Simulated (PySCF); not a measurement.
Compound: C4H9ClOSi.
Atom-mapped SMILES: `[CH2:1]=[CH:2][CH2:3][Si@@H:4]([OH:5])[CH2:6][Cl:7]` (hydrogens: H8, H9 on C1; H10 on C2; H11, H12 on C3; H13 on Si4; H14 on O5; H15, H16 on C6)

The same species was optimised twice, with GFN2-xTB and with PBE0-D3(BJ)/def2-SVP (PySCF), and the same property calculations (PySCF, gas phase) were run on both structures.

| coordinate | GFN2-xTB | PBE0-D3(BJ)/def2-SVP | change |
| --- | --- | --- | --- |
| Si4–O5 (Å) | 1.621 | 1.665 | +0.044 |
| C3–Si4 (Å) | 1.906 | 1.878 | -0.028 |
| Si4–C6 (Å) | 1.915 | 1.892 | -0.023 |
| C1=C2 (Å) | 1.321 | 1.336 | +0.015 |
| C6–Cl7 (Å) | 1.788 | 1.802 | +0.014 |
| C2–C3 (Å) | 1.489 | 1.493 | +0.004 |
| O5–Si4–C6 (°) | 109.5 | 107.6 | -1.9 |
| Si4–C6–Cl7 (°) | 108.8 | 107.5 | -1.3 |
| C3–Si4–C6 (°) | 109.8 | 110.9 | +1.1 |
| C3–Si4–O5 (°) | 105.9 | 107.0 | +1.1 |
| C1–C2–C3 (°) | 124.6 | 125.6 | +1.0 |
| C2–C3–Si4 (°) | 111.9 | 111.6 | -0.3 |
| C1–C2–C3–Si4 (°) | -108 | -110 | -2 |
| C2–C3–Si4–O5 (°) | -61 | -60 | +1 |
| C3–Si4–C6–Cl7 (°) | -168 | -166 | +2 |

Rotational constants: A = 2813, B = 945.3, C = 808.0 MHz (GFN2-xTB) against A = 2865, B = 943.1, C = 817.2 MHz (PBE0-D3(BJ)/def2-SVP). Point groups within 0.08 Å: C1 and C1.

On the GFN2-xTB structure: lowest singlet, TDDFT (eV) 6.60 [wB97X-D/def2-SVPD]; isotropic polarisability (au) 90.9 [wB97X-D/def2-SVPD]; HOMO (eV) -9.11 [wB97X-D/def2-SVPD]; LUMO (eV) 1.57 [wB97X-D/def2-SVPD]; dipole (D) 1.17 [wB97X-D/def2-SVPD]; HOMO (eV) -7.26 [PBE0/pcSseg-1]; LUMO (eV) 0.04 [PBE0/pcSseg-1]; dipole (D) 1.03 [PBE0/pcSseg-1]; GIAO shielding of C1 (ppm) 66.7 [PBE0/pcSseg-1]; GIAO shielding of C2 (ppm) 44.2 [PBE0/pcSseg-1]; GIAO shielding of C3 (ppm) 160.1 [PBE0/pcSseg-1]; GIAO shielding of Si4 (ppm) 362.6 [PBE0/pcSseg-1]; GIAO shielding of O5 (ppm) 319.4 [PBE0/pcSseg-1]; GIAO shielding of C6 (ppm) 153.2 [PBE0/pcSseg-1]; GIAO shielding of Cl7 (ppm) 970.8 [PBE0/pcSseg-1].

Question: What do these properties become on the PBE0-D3(BJ)/def2-SVP structure?

Answer: 
| property | level | on GFN2-xTB | on PBE0-D3(BJ)/def2-SVP | change |
| --- | --- | --- | --- | --- |
| lowest singlet, TDDFT (eV) | wB97X-D/def2-SVPD | 6.60 | 6.56 | -0.04 |
| isotropic polarisability (au) | wB97X-D/def2-SVPD | 90.9 | 92.2 | +1.3 |
| HOMO (eV) | wB97X-D/def2-SVPD | -9.11 | -9.15 | -0.04 |
| LUMO (eV) | wB97X-D/def2-SVPD | 1.57 | 1.47 | -0.10 |
| dipole (D) | wB97X-D/def2-SVPD | 1.17 | 1.58 | +0.41 |
| energy, GFN2-xTB geometry as zero (kcal/mol) | wB97X-D/def2-SVPD | 0.0 | -1.9 | -1.9 |
| HOMO (eV) | PBE0/pcSseg-1 | -7.26 | -7.31 | -0.05 |
| LUMO (eV) | PBE0/pcSseg-1 | 0.04 | -0.08 | -0.12 |
| dipole (D) | PBE0/pcSseg-1 | 1.03 | 1.46 | +0.43 |
| energy, GFN2-xTB geometry as zero (kcal/mol) | PBE0/pcSseg-1 | 0.0 | -1.5 | -1.5 |
| GIAO shielding of C1 (ppm) | PBE0/pcSseg-1 | 66.7 | 62.7 | -4.0 |
| GIAO shielding of C2 (ppm) | PBE0/pcSseg-1 | 44.2 | 41.8 | -2.4 |
| GIAO shielding of C3 (ppm) | PBE0/pcSseg-1 | 160.1 | 159.9 | -0.2 |
| GIAO shielding of Si4 (ppm) | PBE0/pcSseg-1 | 362.6 | 357.5 | -5.1 |
| GIAO shielding of O5 (ppm) | PBE0/pcSseg-1 | 319.4 | 313.3 | -6.1 |
| GIAO shielding of C6 (ppm) | PBE0/pcSseg-1 | 153.2 | 150.3 | -2.9 |
| GIAO shielding of Cl7 (ppm) | PBE0/pcSseg-1 | 970.8 | 957.0 | -13.8 |

The heavy atoms differ by 0.040 Å rms after alignment. Among bonds between heavy atoms Si4–O5 changes most (+0.044 Å). Changes are differences of the printed values. Neither structure is proved a minimum here.

The values belong to the conformer `[CH2:1]=[CH:2][CH2:3][Si@@H:4]([OH:5])[CH2:6][Cl:7]`: C1–C2–C3–Si4 -110°, C2–C3–Si4–O5 -60°, C3–Si4–C6–Cl7 -166°, H–O5–Si4–C3 161°.

wB97X-D is run here without its empirical dispersion term; that term would change no orbital, density or response property at a fixed geometry.
